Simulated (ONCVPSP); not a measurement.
**dysprosium: one change to an ONCV potential, before and after**

* Element: Dy
* Generator: ONCVPSP 4.0.1
* Type: optimised norm-conserving Vanderbilt (ONCV)
* Functional: Wu-Cohen
* Relativity: fully relativistic
* Frozen core: [Kr] 4d10 4f9
* Valence charge: 11
* Reference configuration: 5s2 5p6 5d1 (charge +2)
* Partial waves: 5s: rc 2.15 bohr, ncon 5, nbas 9, qcut 6.1 1/bohr, 3 projectors, debl 2.9 Ha; 5p: rc 1.90 bohr, ncon 3, nbas 6, qcut 8 1/bohr, 1 projector; 5d: rc 2.50 bohr, ncon 4, nbas 8, qcut 7.3 1/bohr, 2 projectors, debl 3.7 Ha; f scattering state at 0.27 Ha: rc 2.00 bohr, ncon 4, nbas 7, qcut 6 1/bohr, 2 projectors, debl 1 Ha
* Local potential: polynomial inside 1.55 bohr (lpopt 5, dvloc0 2 Ha)
* Core correction: none

Open shells are filled in proportion to 2j + 1.

In the s channel the program set the typed energies aside and used -2.455, 0.050, 2.950 Ha.

Change: core correction Teter function, fcfact 3.75, rcfact 1.75.

Cutoffs: the cutoffs (Ha) at which the residual kinetic energy of the hardest occupied pseudo-wave falls to 1 and 0.1 mHa per electron; they do not see the model core or the augmentation charge, which bear on the density cutoff. Errors are all-electron minus pseudo energies relative to the spin-unpolarised reference configuration.

Problem. Predict the effect on cutoff, ghosts and configuration errors.

Solution. The potential gets neither clearly harder nor softer (20 Ha and 24 Ha → 20 Ha and 24 Ha); both files keep a bound ghost (f); of the 4 tests that both files solve, the error grows in 1 and shrinks in 3 by more than 15 % and 0.3 meV (median size 30.9 → 22.5 meV). A model core, the more so a compact one, raises the density cutoff, which this test does not measure.

```csv
quantity,base,changed
"cutoff, loose",20 Ha,20 Ha
"cutoff, tight",24 Ha,24 Ha
bound ghosts,"f7/2, f5/2","f7/2, f5/2"
GHOST(+) flags under 300 eV,none,none
"error for 5s2 5p6 5d1 6s2, meV [ΔE -19.18 eV]",+60,-22
"error for 5s2 5p6 5d1 6s1, meV [ΔE -12.31 eV]",+23,-18
"error for 5s2 5p6 5d0, meV [ΔE 19.86 eV]",-28,-132
"error for 5s2 5p6 5d1 6p1, meV [ΔE -8.55 eV]",+33,+23
s: phases at 2.18 bohr within 0.05 rad from the reference energy up to (Ha; the scan ends near 5),to the end of the scan,to the end of the scan
p3/2: phases at 1.93 bohr within 0.05 rad from the reference energy up to (Ha; the scan ends near 5),1.2,1.2
p1/2: phases at 1.93 bohr within 0.05 rad from the reference energy up to (Ha; the scan ends near 5),1.2,1.2
d5/2: phases at 2.54 bohr within 0.05 rad from the reference energy up to (Ha; the scan ends near 5),to the end of the scan,to the end of the scan
d3/2: phases at 2.54 bohr within 0.05 rad from the reference energy up to (Ha; the scan ends near 5),to the end of the scan,to the end of the scan
f7/2: phases at 2.03 bohr within 0.05 rad from the reference energy up to (Ha; the scan ends near 5),3.6,3.6
f5/2: phases at 2.03 bohr within 0.05 rad from the reference energy up to (Ha; the scan ends near 5),3.6,3.6
```

Base: The cutoffs count occupied waves only; projector 2 of the f channel, the hardest unoccupied one, needs 65 Ha at the loose tolerance. Changed file: The cutoffs count occupied waves only; projector 2 of the f channel, the hardest unoccupied one, needs 65 Ha at the loose tolerance. A true bound ghost makes a file unfit for plane-wave use even where its test errors are small: the radial tests pick states by their node count and pass the ghost by.
